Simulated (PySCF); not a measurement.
# Computed vibrations of Pt3

Pt3 (triplet). PySCF 2.14.0, UKS BP86, Pt def2-SVP with ECP60; non-relativistic Hamiltonian with scalar-relativistic core potentials where named; density fitting; no spin-orbit coupling. Central differences of gradients.

```xyz
3

Pt    1.4574    0.0000    0.0000
Pt   -0.7287    1.2622    0.0000
Pt   -0.7287   -1.2622    0.0000
```

Run from Python with OMP_NUM_THREADS=2. Where DIIS fails, smearing, a level shift and second-order steps follow.
It took 2.4 min on 2 threads of AMD EPYC 7B13 (Zen 3), with other jobs on the host.

(1) What are the harmonic wavenumbers and infrared intensities?

(2) Is this a minimum?

Open shells may have lower solutions than the one found.

## Answers

(1) Negative numbers are unstable modes, those under 60 cm⁻¹ near the noise; a finer grid moves soft modes by up to 10 cm⁻¹.
```tsv
cm⁻¹	km/mol	symmetry
127	0.0	
128	0.0	
212	0.0
```

(2) Yes. Ideal gas at 298.15 K and 1 bar: S = 347.6 J/(mol K), Cp = 57.0 J/(mol K), H − H(0 K) = 14.9 kJ/mol (rigid rotor, harmonic modes, spin degeneracy alone).
